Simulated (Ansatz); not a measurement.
Consider the redistribution: `C[CH2][In]([OH])[SH]` + `[F][Sn][Br]` → `[OH][In]([SH])[Br]` + `C[CH2][Sn][F]`.

Program: Ansatz. Geometries: PBE0-D4/def2-TZVP. ΔE: electronic, gas phase. CCSD(T)/CBS is the MP2 limit (def2-TZVPP, def2-QZVPP) plus CCSD(T) − MP2 in def2-TZVPP, frozen cores. DFT in def2-TZVPP. B3LYP here is the variant with VWN-RPA as its local correlation; programs differ in this. Elements past krypton have def2 core potentials. For Br, In, Sn outer-core shells are correlated without core-valence functions, which leaves a few kJ/mol of doubt a bond. Scalar relativity is left out up to krypton. Each species was taken in one conformer, which may not be the lowest.

`C[CH2][In]([OH])[SH]`:

Z-matrix (Å, degrees):
```
C
C 1 1.522
H 1 1.092 2 112.0
H 1 1.095 2 111.1 3 -119.9
H 1 1.092 2 112.0 3 120.3
In 2 2.153 1 113.8 3 -60.1
H 2 1.093 1 111.5 3 179.3
H 2 1.093 1 111.5 3 60.4
S 6 2.383 2 126.2 1 0.1
O 6 1.993 2 126.2 1 -179.9
H 9 1.344 6 91.6 2 180.0
H 10 0.960 6 113.9 2 -0.1
```

`[F][Sn][Br]`:

Z-matrix (Å, degrees):
```
Sn
F 1 1.936
Br 1 2.515 2 97.3
```

`[OH][In]([SH])[Br]`:

Cartesian coordinates in Å:
```
O 1.643 0.079 -0.258
In -0.218 -0.122 0.360
S -1.994 0.386 -1.098
Br -0.565 -0.905 2.662
H 2.280 -0.157 0.422
H -1.145 0.719 -2.087
```

`C[CH2][Sn][F]`:

```xyz
9

C     0.364    0.194    0.859
C     0.441    0.103   -0.660
Sn   -1.496   -0.011   -1.673
F    -2.314   -1.066   -0.246
H    -0.255   -0.604    1.272
H     1.354    0.126    1.321
H    -0.074    1.142    1.184
H     0.965   -0.814   -0.965
H     1.015    0.931   -1.091
```

Problem. Is it downhill or uphill in electronic energy at CCSD(T)/CBS, and by how much? (Estimate.)

Solution. The calculation gave: Uphill: ΔE = +36.5 kJ/mol.

Problem. What do these levels give: PBE-D4, PBE0-D4, ωB97X-V, B2PLYP, PBE, B3LYP, HF/def2-TZVPP, MP2/def2-TZVPP, SCS-MP2/def2-TZVPP, MP2/def2-QZVPP, HF/CBS(def2), MP2/CBS(def2)? (Best estimate.)

Solution. Computed: PBE-D4 43.8, PBE0-D4 37.0, ωB97X-V 33.1, B2PLYP 38.2, PBE 44.7, B3LYP 42.0, HF/def2-TZVPP 20.7, MP2/def2-TZVPP 35.9, SCS-MP2/def2-TZVPP 33.5, MP2/def2-QZVPP 39.7, HF/CBS(def2) 22.0, MP2/CBS(def2) 41.8 kJ/mol.

Largest T1 diagnostic among the species: 0.015.

In def2-TZVPP, CCSD(T) changes the Hartree–Fock value by +9.9 kJ/mol (the triples alone add +1.7 kJ/mol) and MP2 by +15.2 kJ/mol. From PBE to PBE0 (25 % exact exchange), in def2-TZVPP and without D4, ΔE moves by −6.9 kJ/mol.
